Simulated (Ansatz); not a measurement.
`OB(O)[SiH2]F`. The species carries charge 0 and has multiplicity 1.

Cartesian coordinates in Å:
```
O -1.3146 -1.0843 -0.6396
B -0.1541 -0.7178 -0.0186
O 0.6290 -1.6913 0.5042
Si 0.4760 1.2131 0.1234
F 1.1403 1.5025 1.5554
H -1.8477 -0.3532 -0.9567
H 0.2550 -2.5726 0.3868
H 1.4845 1.5472 -0.9185
H -0.6685 2.1567 -0.0365
```

(1) Give the diagnostics of a CCSD(T)/def2-TZVPP run (frozen core, Ansatz). (Estimate.)

Results:

(1) Computed: T1 = 0.0132, largest single amplitude 0.025, largest double 0.021, (T) share of the correlation energy 3.3 %, 9 CCSD cycles. The RHF solution is stable towards an unrestricted one. T1 lies under the customary mark of 0.02 for closed shells.
